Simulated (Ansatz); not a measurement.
TaO4, relaxed as a doublet with UKS r2SCAN-D4/def2-SVP in Ansatz, starting from the GFN1-xTB geometry. Force threshold 0.02 eV/Å.

In the def2 sets Ta takes a core potential; there is no spin–orbit coupling. The relaxation made no stability test and no search for a lower SCF solution. No other spin state of charge 0 was run. The structure comes from a short search, and lower isomers may exist.

Start:

```xyz
5

Ta   -0.343   -0.353    0.413
O     1.252   -0.419   -0.624
O     0.716    0.845   -0.574
O    -0.563    0.817   -1.072
O    -1.063   -0.890    1.858
```

| step | energy (eV) | largest force component (eV/Å) | SCF passes |
| --- | --- | --- | --- |
| 1 | -9725.1061 | 5.730 | 27 |
| 2 | -9726.3067 | 1.887 | 35 |
| 3 | -9726.5500 | 0.563 | 37 |
| 4 | -9726.6638 | 0.499 | 35 |
| 5 | -9726.6888 | 0.313 | 31 |
| 6 | -9726.7002 | 0.135 | 34 |
| 7 | -9726.7098 | 0.376 | 33 |
| 8 | -9726.7111 | 0.364 | 32 |
| 9 | -9726.7149 | 0.121 | 32 |
| 10 | -9726.7156 | 0.142 | 30 |
| 11 | -9726.7164 | 0.018 | 27 |
| 12 | -9726.7178 | 0.090 | 31 |
| 13 | -9726.7182 | 0.095 | 29 |
| 14 | -9726.7277 | 0.386 | 38 |
| 15 | -9726.9849 | 2.480 | 41 |
| 16 | -9728.3516 | 2.937 | 40 |
| 17 | -9729.2387 | 1.410 | 42 |
| 18 | -9729.7708 | 1.476 | 39 |
| 19 | -9729.9265 | 1.220 | 36 |
| 20 | -9729.9290 | 0.576 | 36 |
| 21 | -9729.9787 | 0.211 | 31 |
| 22 | -9729.9816 | 0.043 | 25 |
| 23 | -9729.9822 | 0.051 | 26 |
| 24 | -9729.9823 | 0.011 | 25 |

Force components are those of the run's own axes.

End:

```xyz
5

Ta   -0.172   -0.575    0.019
O     1.387   -1.325   -0.219
O     0.163    1.436   -0.320
O    -0.789    1.133   -1.192
O    -0.589   -0.669    1.712
```

Bonds lost: O2–O3 (atoms count from 1). The end is the same structure that another start reached, the lowest one found.

The force fell under the threshold at step 11, but the optimiser went on and released 3.266 eV more. No frequencies were taken in this run, so the end may be a saddle point.

It took 57 s on 4 threads of Arm Neoverse V1 on a shared host.
